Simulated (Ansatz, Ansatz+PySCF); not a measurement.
```yaml
atoms:
  - { symbol: Al, position_ang: [0.0000, 0.0000, 0.0000] }
  - { symbol: Cl, position_ang: [2.0789, 0.0000, 0.0000] }
  - { symbol: Cl, position_ang: [-1.0395, 1.8004, 0.0000] }
  - { symbol: Cl, position_ang: [-1.0395, -1.8004, 0.0000] }
```

Basis set: def2-SVP (spherical functions). Frozen core: 20 orbitals. Charge 0, multiplicity 1.

Computed with Ansatz (development build ahead of 0.2.0); each method stands on the lowest determinant of its kind that the runs found. Restricted open shells among the atoms or ions are ROHF, correlated in semicanonical orbitals with singles. Restricted functionals stand beside restricted open-shell atoms, which can lie above the unrestricted atoms usual in DFT and then raise those values.

The atomization energy at this shape (free ground-state atoms in the same class of orbitals less the molecule, no zero-point energy) of singlet AlCl₃:

```json
{"method": "ωB97X (restricted)", "atomization energy": "13.44 eV"}
{"method": "ωB97X (unrestricted)", "atomization energy": "13.30 eV"}
{"method": "r²SCAN (unrestricted)", "atomization energy": "13.61 eV"}
{"method": "PBE0 (unrestricted)", "atomization energy": "13.23 eV"}
{"method": "PBE0 (restricted)", "atomization energy": "13.38 eV"}
{"method": "PBE (restricted)", "atomization energy": "13.48 eV"}
{"method": "PBE (unrestricted)", "atomization energy": "13.37 eV"}
{"method": "RHF-CCSD(T)", "atomization energy": "12.43 eV"}
{"method": "RHF-CCSD", "atomization energy": "12.27 eV"}
{"method": "RHF-MP2", "atomization energy": "12.97 eV"}
{"method": "UHF-MP2", "atomization energy": "13.01 eV"}
{"method": "RHF", "atomization energy": "10.94 eV"}
{"method": "UHF", "atomization energy": "10.55 eV"}
```

**Question.** What does r²SCAN (restricted) give?

**Answer.** 13.81 eV.
